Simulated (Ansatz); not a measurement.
Ansatz results at the PBE0-D4/def2-TZVP geometry: size of the dipole moment (B3LYP/def2-TZVPP) 0.12 D; size of the dipole moment (PBE/def2-TZVPP) 0.13 D; HOMO–LUMO gap (ωB97M-V/def2-TZVPP) 12.83 eV.

Task: Which molecule gave them?
A. `[C-]#[N+]c1ccccc1`
B. `C[C@@H]1CCCC[C@@H]1C`
C. `C=C(C)CC(C)(C)C`
D. `c1ccc2c(c1)CCOC2`

Result: B. The others give `c1ccc2c(c1)CCOC2`: 1.07, 0.95, 10.66; `[C-]#[N+]c1ccccc1`: 4.10, 4.21, 10.29; `C=C(C)CC(C)(C)C`: 0.47, 0.49, 11.48.

B3LYP here is the variant with VWN-RPA as its local correlation; programs differ in this.
